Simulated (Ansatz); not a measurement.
Gas-phase electronic energies from Ansatz, PBE0-D4/def2-TZVP geometries. CBS: MP2 limit from def2 TZ/QZ plus the TZ coupled-cluster correction, frozen cores. This one scheme is used for every species. Functionals use def2-TZVPP. B3LYP here is the variant with VWN-RPA as its local correlation; programs differ in this. Each species was taken in one conformer, which may not be the lowest.

Reaction (ligand exchange at the Si–C bond): `O[SiH2]C[SiH](O)Cl` + `N[SiH](O)F` → `O[SiH2]N[SiH](O)F` + `C[SiH](O)Cl`

`O[SiH2]C[SiH](O)Cl`:

```xyz
13

O    -0.935   -1.311   -0.941
Si   -0.297   -1.331    0.597
C     0.936    0.060    0.632
Si    0.357    1.595   -0.249
O    -0.019    1.265   -1.799
Cl   -1.285    2.297    0.791
H    -1.635   -1.933   -1.146
H     0.349   -2.647    0.854
H    -1.373   -1.135    1.602
H     1.865   -0.270    0.154
H     1.166    0.301    1.675
H     1.351    2.686   -0.261
H    -0.480    0.422   -1.908
```

`N[SiH](O)F`:

Cartesian coordinates in Å:
```
N -1.155 0.060 0.262
Si 0.532 0.217 0.142
O 1.163 -1.004 -0.732
F 0.749 1.639 -0.548
H -1.737 0.872 0.394
H -1.582 -0.771 0.637
H 1.319 0.223 1.389
H 0.710 -1.236 -1.545
```

`O[SiH2]N[SiH](O)F`:

Cartesian coordinates in Å:
```
O 0.536 0.576 2.442
Si -0.753 0.586 1.423
N -0.510 -0.370 0.005
Si 0.590 -0.133 -1.267
O -0.134 -0.638 -2.640
F 1.928 -0.996 -1.098
H 0.877 -0.274 2.725
H -1.973 0.028 2.064
H -0.911 2.015 1.084
H -1.100 -1.188 -0.073
H 1.023 1.277 -1.287
H 0.427 -0.882 -3.378
```

`C[SiH](O)Cl`:

Z-matrix (Å, degrees):
```
C
Si 1 1.852
H 1 1.092 2 110.4
H 1 1.093 2 110.2 3 119.9
H 1 1.093 2 111.1 3 -119.8
O 2 1.636 1 113.3 3 -178.2
Cl 2 2.066 1 107.5 3 60.3
H 2 1.477 1 112.9 3 -58.5
H 6 0.958 2 118.5 1 -65.6
```

| level | ΔE (kJ/mol) |
| --- | --- |
| r2SCAN-D4 | -47.5 |
| B3LYP-D4 | -49.4 |
| ωB97X-V | -48.2 |
| ωB97M-V | -47.3 |
| PBE | -46.3 |
| HF/def2-TZVPP | -67.2 |
| MP2/def2-TZVPP | -49.2 |
| CCSD/CBS(def2) | -51.7 |

(1) What does CCSD(T)/CBS give? (An estimate is asked.)

Largest T1 diagnostic among the species: 0.011.

Answers

(1) The calculation gave: -49.1 kJ/mol. The listed levels differ from it by 1.6, -0.3, 0.9, 1.8, 2.8, -18.1, -0.1, -2.6 kJ/mol.

In def2-TZVPP, CCSD(T) changes the Hartree–Fock value by +18.0 kJ/mol (the triples alone add +2.6 kJ/mol) and MP2 by +18.0 kJ/mol. The D4 term adds +7.0 kJ/mol with B3LYP and +3.8 kJ/mol with PBE0; it sums over pairs of atoms, weighted by their polarisabilities, and B3LYP, whose exchange is more repulsive, gets the larger term.
